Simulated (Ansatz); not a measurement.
Molecule: sum formula H$_{2}$SiO$_{2}$F, net charge 0, doublet state. It need not be the lowest isomer of its formula. 
Structure (B3LYP-D3(BJ)/def2-TZVP (Ansatz, a first-principles code) minimum search):
```xyz
6

Si    -0.0264    -0.1103     0.3550
F     -0.4742    -1.3579    -0.5437
O     -1.0778     1.0892    -0.0103
O      1.4834     0.4028    -0.0512
H     -0.8403     1.9859     0.2444
H      2.2330    -0.1576     0.1704
```
Charge 0, spin multiplicity 2.

Wanted: atomisation energy (electronic, to ground-state atoms), in kJ/mol. Cores are frozen in the correlated levels unless marked. UHF or UKS for open shells. No spin-orbit coupling. Non-relativistic. The coupled-cluster limit lacks core correlation, which all-electron functionals hold. CBS(X,Y): correlation extrapolated as X^-3; Hartree-Fock from the larger set.

```
level                         program  atomisation energy (kJ/mol)
---------------------  --------------  ---------------------------
HF/cc-pV(D+d)Z                 Ansatz                       1528.8
HF/cc-pV(T+d)Z                 Ansatz                       1655.6
PBE-D3(BJ)/def2-TZVPD  Ansatz + dftd3                       2419.3
r2SCANh-D4/def2-TZVPD  Ansatz + dftd4                       2361.4
LC-wPBE/def2-TZVPD             Ansatz                       2367.6
MP2/cc-pV(D+d)Z                Ansatz                       2176.7
MP2/cc-pV(Q+d)Z                Ansatz                       2468.9
```

What does CCSD(T)/CBS(cc-pV(T+d)Z,cc-pV(Q+d)Z) (Ansatz) give?

2398.8 kJ/mol
